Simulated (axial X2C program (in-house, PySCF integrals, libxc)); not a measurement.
## Density and ELF of BeBr

All values were computed with an in-house all-electron X2C program for linear molecules (integrals from PySCF). Two-component (2c) means X2C with spin–orbit coupling and atomic mean-field two-electron Coulomb and Gaunt terms. Basis: Br dyall-cv3z [8s9p6d4f1g], Be dyall-cv3z [8s8p3d1f] (cores contracted in-house); Gaussian nuclei, density fitting, unrestricted open shells. Masses: Br 78.918 u, Be 9.012 u.

PBE0, 2c, state Ω = 1/2 (⟨Sz⟩ = 0.50, ⟨Lz⟩ = 0.00 at PBE0); Br at z = 0, Be at z = 1.959 Å.

The maps cover the half plane through the axis: z from -2.4 to 4.2 Å along the bond, ρ from 0.15 to 2.25 Å away from it.

log10 of the density in e/bohr³:

```
 ρ\z  -2.4  -1.8  -1.2  -0.6   0.0   0.6   1.2   1.8   2.4   3.0   3.6   4.2
0.15  -3.5  -2.5  -1.4  -0.5   1.4  -0.5  -1.0   0.2  -1.1  -1.6  -2.2  -2.9
0.45  -3.5  -2.5  -1.5  -0.7   0.1  -0.7  -1.2  -1.2  -1.5  -1.7  -2.3  -3.0
0.75  -3.6  -2.7  -1.8  -1.0  -0.7  -1.0  -1.4  -1.7  -1.7  -1.9  -2.4  -3.1
1.05  -3.8  -2.9  -2.0  -1.4  -1.1  -1.3  -1.7  -2.0  -2.0  -2.2  -2.6  -3.2
1.35  -4.0  -3.1  -2.4  -1.8  -1.6  -1.7  -2.1  -2.3  -2.3  -2.4  -2.9  -3.4
1.65  -4.2  -3.4  -2.8  -2.3  -2.1  -2.2  -2.4  -2.6  -2.6  -2.8  -3.1  -3.6
1.95  -4.5  -3.8  -3.1  -2.7  -2.5  -2.6  -2.8  -2.9  -3.0  -3.1  -3.4  -3.9
2.25  -4.8  -4.1  -3.5  -3.2  -3.0  -3.1  -3.2  -3.3  -3.3  -3.4  -3.7  -4.1
```

Electron localisation function (collinear form, no current term, damped to 0 at low density):

```
 ρ\z  -2.4  -1.8  -1.2  -0.6   0.0   0.6   1.2   1.8   2.4   3.0   3.6   4.2
0.15  0.02  0.31  0.77  0.22  0.25  0.19  0.79  1.00  0.14  1.00  1.00  0.97
0.45  0.02  0.28  0.75  0.51  0.39  0.46  0.81  0.04  0.25  1.00  1.00  0.96
0.75  0.01  0.22  0.70  0.82  0.50  0.76  0.75  0.10  0.87  1.00  1.00  0.92
1.05  0.01  0.15  0.60  0.83  0.83  0.78  0.61  0.36  0.96  1.00  0.99  0.79
1.35  0.00  0.09  0.45  0.73  0.78  0.67  0.42  0.36  0.94  0.99  0.97  0.47
1.65  0.00  0.03  0.27  0.55  0.62  0.49  0.23  0.28  0.87  0.96  0.86  0.14
1.95  0.00  0.01  0.12  0.33  0.40  0.27  0.11  0.17  0.66  0.81  0.42  0.02
2.25  0.00  0.00  0.03  0.12  0.17  0.10  0.04  0.07  0.29  0.31  0.07  0.00
```

Axial spin density in 10⁻³ e/bohr³:

```
 ρ\z  -2.4  -1.8  -1.2  -0.6   0.0  0.6  1.2   1.8   2.4   3.0  3.6  4.2
0.15   0.0   0.2   1.4   2.7  -2.3  7.1  1.1  24.1  28.4  22.8  6.1  1.3
0.45   0.0   0.2   1.0   1.3  -0.2  4.4  0.1   1.0  25.8  18.2  5.1  1.1
0.75   0.0   0.1   0.5   0.2  -0.9  1.2  0.0   4.7  17.6  11.9  3.7  0.9
1.05   0.0   0.1   0.2  -0.1  -0.5  0.1  0.2   4.0   9.6   6.7  2.4  0.6
1.35   0.0   0.0   0.1  -0.1  -0.2  0.0  0.3   2.4   4.6   3.4  1.4  0.4
1.65   0.0   0.0   0.0   0.0  -0.1  0.0  0.2   1.2   2.1   1.7  0.8  0.2
1.95   0.0   0.0   0.0   0.0   0.0  0.0  0.2   0.6   0.9   0.8  0.4  0.1
2.25   0.0   0.0   0.0   0.0   0.0  0.0  0.1   0.3   0.4   0.3  0.2  0.1
```

The state is a single determinant with fixed occupations, the lowest that a limited PBE0 search found. Density functionals use the spin component along the axis (collinear).
